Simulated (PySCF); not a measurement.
Compound: isopropylcyclobutane, C7H14.
SMILES with atom numbers: `[CH3:1][CH:2]([CH3:3])[CH:4]1[CH2:5][CH2:6][CH2:7]1` (hydrogens: H8, H9, H10 on C1; H11 on C2; H12, H13, H14 on C3; H15 on C4; H16, H17 on C5; H18, H19 on C6; H20, H21 on C7)

The same species was optimised twice, with GFN2-xTB and with PBE0-D3(BJ)/def2-SVP (PySCF), and the same property calculations (PySCF, gas phase) were run on both structures.

```json
{"coordinate": "C2–C4 (Å)", "GFN2-xTB": "1.525", "PBE0-D3(BJ)/def2-SVP": "1.520", "change": "-0.005"}
{"coordinate": "C6–C7 (Å)", "GFN2-xTB": "1.535", "PBE0-D3(BJ)/def2-SVP": "1.540", "change": "+0.005"}
{"coordinate": "C5–C6 (Å)", "GFN2-xTB": "1.535", "PBE0-D3(BJ)/def2-SVP": "1.540", "change": "+0.005"}
{"coordinate": "C1–C2 (Å)", "GFN2-xTB": "1.527", "PBE0-D3(BJ)/def2-SVP": "1.524", "change": "-0.003"}
{"coordinate": "C2–C3 (Å)", "GFN2-xTB": "1.527", "PBE0-D3(BJ)/def2-SVP": "1.524", "change": "-0.003"}
{"coordinate": "C4–C7 (Å)", "GFN2-xTB": "1.541", "PBE0-D3(BJ)/def2-SVP": "1.544", "change": "+0.003"}
{"coordinate": "C4–C5 (Å)", "GFN2-xTB": "1.541", "PBE0-D3(BJ)/def2-SVP": "1.544", "change": "+0.003"}
{"coordinate": "C2–C4–C7 (°)", "GFN2-xTB": "117.3", "PBE0-D3(BJ)/def2-SVP": "119.5", "change": "+2.2"}
{"coordinate": "C2–C4–C5 (°)", "GFN2-xTB": "117.4", "PBE0-D3(BJ)/def2-SVP": "119.4", "change": "+2.0"}
{"coordinate": "C1–C2–C3 (°)", "GFN2-xTB": "110.4", "PBE0-D3(BJ)/def2-SVP": "111.6", "change": "+1.2"}
{"coordinate": "C5–C6–C7 (°)", "GFN2-xTB": "89.4", "PBE0-D3(BJ)/def2-SVP": "88.5", "change": "-0.9"}
{"coordinate": "C4–C7–C6 (°)", "GFN2-xTB": "89.5", "PBE0-D3(BJ)/def2-SVP": "88.6", "change": "-0.9"}
{"coordinate": "C4–C5–C6 (°)", "GFN2-xTB": "89.5", "PBE0-D3(BJ)/def2-SVP": "88.6", "change": "-0.9"}
{"coordinate": "C5–C4–C7 (°)", "GFN2-xTB": "89.0", "PBE0-D3(BJ)/def2-SVP": "88.2", "change": "-0.8"}
{"coordinate": "C1–C2–C4 (°)", "GFN2-xTB": "110.4", "PBE0-D3(BJ)/def2-SVP": "111.1", "change": "+0.7"}
{"coordinate": "C1–C2–C4–C5 (°)", "GFN2-xTB": "171", "PBE0-D3(BJ)/def2-SVP": "171", "change": "0"}
```

Rotational constants: A = 4660, B = 1836, C = 1429 MHz (GFN2-xTB) against A = 4657, B = 1808, C = 1408 MHz (PBE0-D3(BJ)/def2-SVP). Point groups within 0.08 Å: Cs and Cs. Atoms that the bonding makes alike are paired by their places after alignment.

On the GFN2-xTB structure: HOMO (eV) -8.10 [PBE0/pcSseg-1]; LUMO (eV) 1.52 [PBE0/pcSseg-1]; dipole (D) 0.02 [PBE0/pcSseg-1]; GIAO shielding of C1/C3 (mean) (ppm) 165.7 [PBE0/pcSseg-1]; GIAO shielding of C2 (ppm) 145.2 [PBE0/pcSseg-1]; GIAO shielding of C4 (ppm) 143.7 [PBE0/pcSseg-1]; GIAO shielding of C5/C7 (mean) (ppm) 159.2 [PBE0/pcSseg-1]; GIAO shielding of C6 (ppm) 170.5 [PBE0/pcSseg-1].

Task: What do these properties become on the PBE0-D3(BJ)/def2-SVP structure?

Result: 
| property | level | on GFN2-xTB | on PBE0-D3(BJ)/def2-SVP | change |
| --- | --- | --- | --- | --- |
| HOMO (eV) | PBE0/pcSseg-1 | -8.10 | -8.22 | -0.12 |
| LUMO (eV) | PBE0/pcSseg-1 | 1.52 | 1.50 | -0.02 |
| dipole (D) | PBE0/pcSseg-1 | 0.02 | 0.04 | +0.02 |
| energy, GFN2-xTB geometry as zero (kcal/mol) | PBE0/pcSseg-1 | 0.0 | -1.1 | -1.1 |
| GIAO shielding of C1/C3 (mean) (ppm) | PBE0/pcSseg-1 | 165.7 | 163.7 | -2.0 |
| GIAO shielding of C2 (ppm) | PBE0/pcSseg-1 | 145.2 | 145.5 | +0.3 |
| GIAO shielding of C4 (ppm) | PBE0/pcSseg-1 | 143.7 | 139.7 | -4.0 |
| GIAO shielding of C5/C7 (mean) (ppm) | PBE0/pcSseg-1 | 159.2 | 154.7 | -4.5 |
| GIAO shielding of C6 (ppm) | PBE0/pcSseg-1 | 170.5 | 165.6 | -4.9 |

The heavy atoms differ by 0.064 Å rms after alignment (one structure mirrored). Among bonds between heavy atoms C2–C4, C5–C6 and C6–C7 change most and about equally (-0.005 to +0.005 Å). Changes are differences of the printed values. Neither structure is proved a minimum here.

Shape of the structure used: `[CH3:1][CH:2]([CH3:3])[CH:4]1[CH2:5][CH2:6][CH2:7]1`: C1–C2–C4–C5 171°.
